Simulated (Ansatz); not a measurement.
Consider the ligand exchange at the Sb–C bond: `[SiH3][CH2][SbH2]` + `[OH][GaH2]` → `[GaH2][O][SbH2]` + `C[SiH3]`.

Calculated with Ansatz (gas phase, PBE0-D4/def2-TZVP geometries, no zero-point term in ΔE). CCSD(T)/CBS is the MP2 limit (def2-TZVPP, def2-QZVPP) plus CCSD(T) − MP2 in def2-TZVPP, frozen cores. This one scheme is used for every species. Functionals use def2-TZVPP. B3LYP here is the variant with VWN-RPA as its local correlation; programs differ in this. Elements past krypton have def2 core potentials. For Ga, Sb outer-core shells are correlated without core-valence functions, which leaves a few kJ/mol of doubt a bond. Scalar relativity is left out up to krypton.

Question: Is it downhill or uphill in electronic energy at CCSD(T)/CBS, and by how much? (Estimate.)

Answer: The calculation gave: Downhill: ΔE = -18.9 kJ/mol.

Question: What do these levels give: r2SCAN0-D4, CAM-B3LYP-D4, ωB97X-V, BLYP, B3LYP, BHLYP, MP2/def2-SVP, CCSD/def2-SVP, HF/def2-TZVPP, MP2/def2-TZVPP, CCSD/def2-TZVPP, CCSD(T)/def2-TZVPP? (An estimate is asked.)

Answer: Ansatz gave: r2SCAN0-D4 -19.9, CAM-B3LYP-D4 -29.6, ωB97X-V -25.9, BLYP -35.2, B3LYP -31.6, BHLYP -30.8, MP2/def2-SVP -21.7, CCSD/def2-SVP -22.6, HF/def2-TZVPP -35.5, MP2/def2-TZVPP -13.9, CCSD/def2-TZVPP -18.2, CCSD(T)/def2-TZVPP -17.1 kJ/mol.

Question: What do rigid-rotor, harmonic-oscillator terms from PBE0-D4/def2-TZVP frequencies (298.15 K, 1 bar) make of the CCSD(T)/CBS value? (An estimate is asked.)

Answer: Ansatz gave: ΔZPE = -1.4 kJ/mol, ΔH = -19.6 kJ/mol, ΔS = -4 J/(mol·K), ΔG = -18.4 kJ/mol. Modes under 50 cm⁻¹ make the entropy rough.

Largest T1 diagnostic among the species: 0.016.

From r2SCAN to r2SCAN0 (25 % exact exchange), in def2-TZVPP and without D4, ΔE moves by +4.5 kJ/mol. In def2-TZVPP, CCSD(T) changes the Hartree–Fock value by +18.5 kJ/mol (the triples alone add +1.1 kJ/mol) and MP2 by +21.7 kJ/mol.
